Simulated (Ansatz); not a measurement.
Wavefunction ladder for CH7ClSiSn (`C[SiH](Cl)[SnH3]`)

```xyz
11

C     1.129   -0.874   -1.139
Si   -0.371    0.174   -0.788
Cl   -0.102    2.036   -1.656
Sn   -0.779    0.530    1.720
H     0.992   -1.875   -0.720
H     1.284   -0.968   -2.217
H     2.025   -0.434   -0.697
H    -1.574   -0.417   -1.431
H    -1.045   -0.965    2.508
H     0.581    1.270    2.439
H    -2.141    1.522    1.982
```

The species carries charge 0 and has multiplicity 1. Correlated methods include outer-core shells of Sn, which these sets cover unevenly. Sn: def2 effective core potential. All single points use the PBE0-D4/def2-TZVP geometry. Frozen core, restricted reference, Ansatz 0.2.0.

```csv
basis,HF (Eh),MP2 corr.,CCSD corr.,(T),CCSD(T) total
def2-SVP,-1003.49691,-0.49398,-0.55845,-0.01456,-1004.06992
def2-TZVPP,-1003.81386,-0.82942,-0.88134,-0.03091,-1004.72611
def2-QZVPP,-1003.83928,-1.08250,–,–,–
```
